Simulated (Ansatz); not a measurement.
C2H5ClF2Si can be A, `C[SiH2]C(F)(F)Cl`, or B, `C[Si@H](F)[C@@H](F)Cl`.

Computed with Ansatz on PBE0-D4/def2-TZVP structures; ΔE is electronic, products minus reactants. CCSD(T)/CBS is the MP2 limit (def2-TZVPP, def2-QZVPP) plus CCSD(T) − MP2 in def2-TZVPP, frozen cores. DFT in def2-TZVPP. B3LYP here is the variant with VWN-RPA as its local correlation; programs differ in this. One conformer a species, not always the lowest.

A:

```xyz
11

C     0.579    1.100    1.061
Si   -0.083   -0.557    0.537
C    -0.435   -0.500   -1.358
F     0.680   -0.222   -2.066
F    -1.334    0.457   -1.672
Cl   -1.074   -2.062   -1.931
H     1.505    1.332    0.530
H    -0.146    1.890    0.852
H     0.791    1.106    2.133
H    -1.378   -0.888    1.179
H     0.893   -1.655    0.735
```

B:

Z-matrix (Å, degrees):
```
C
Si 1 1.844
H 1 1.092 2 110.8
H 1 1.093 2 109.8 3 -119.5
H 1 1.092 2 110.8 3 120.8
F 2 1.599 1 111.2 3 -63.0
C 2 1.905 1 110.7 3 179.0
H 2 1.483 1 113.2 3 58.4
F 7 1.374 2 108.9 1 -63.5
Cl 7 1.779 2 110.1 1 56.3
H 7 1.092 2 114.6 1 175.5
```

(1) Which isomer does CCSD(T)/CBS put lower? Give the gap. (Estimate.)

(2) Give E(B) − E(A) in kJ/mol with PBE0-D4, r2SCAN-D4, PBE-D4, HF/def2-TZVPP, B3LYP, B3LYP-D4, CCSD(T)/def2-TZVPP. (Best estimate.)

Largest T1 diagnostic: 0.012.

Results:

(1) Computed: B, by 193.9 kJ/mol.

(2) The calculation gave: PBE0-D4 -179.0, r2SCAN-D4 -180.2, PBE-D4 -170.9, HF/def2-TZVPP -196.4, B3LYP -185.3, B3LYP-D4 -186.0, CCSD(T)/def2-TZVPP -188.7. None reverses the order clearly.

From PBE to PBE0 (25 % exact exchange), in def2-TZVPP and without D4, E(B) − E(A) moves by −8.1 kJ/mol.
